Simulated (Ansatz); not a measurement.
One change: `C[S][Zr]([OH])([S]C)[S]C` becomes `C[S][Hf]([OH])([S]C)[S]C`.

Ansatz, PBE0-D4/def2-TZVP geometries, multiplicity 1. Each molecule was computed in one conformer, which needn't be the lowest. `C[S][Zr]([OH])([S]C)[S]C` holds a close contact that its SMILES doesn't draw: H···Zr 2.51 Å.

Elements past krypton have def2 core potentials.

```
                               property  `C[S][Zr]([OH])([S]C)[S]C`
HOMO–LUMO gap (ωB97M-V/def2-TZVPP) / eV                        9.18
    HOMO–LUMO gap (PBE/def2-TZVPP) / eV                        3.20
  HOMO–LUMO gap (B3LYP/def2-TZVPP) / eV                        4.72
  LUMO energy (ωB97M-V/def2-TZVPP) / eV                        0.41
      HOMO energy (PBE/def2-TZVPP) / eV                       -5.49
  HOMO energy (ωB97M-V/def2-TZVPP) / eV                       -8.77
```

**Question.** Give the same properties after the change, and the shifts. (Estimate.)

**Answer.** The calculation gave: 
```tsv
property	`C[S][Hf]([OH])([S]C)[S]C`	shift
HOMO–LUMO gap (ωB97M-V/def2-TZVPP) / eV	9.96	0.78
HOMO–LUMO gap (PBE/def2-TZVPP) / eV	3.88	0.68
HOMO–LUMO gap (B3LYP/def2-TZVPP) / eV	5.42	0.70
LUMO energy (ωB97M-V/def2-TZVPP) / eV	0.86	0.45
HOMO energy (PBE/def2-TZVPP) / eV	-5.77	-0.28
HOMO energy (ωB97M-V/def2-TZVPP) / eV	-9.10	-0.33
```

With PBE0 the HOMO falls by 0.30 eV and the LUMO rises by 0.41 eV, so the gap widens by about 0.71 eV. PBE moves the HOMO by -0.28 eV and ωB97M-V by -0.33 eV.

Positive LUMOs are unbound, so they and the gaps depend on the basis.

B3LYP here is the variant with VWN-RPA as its local correlation; programs differ in this.
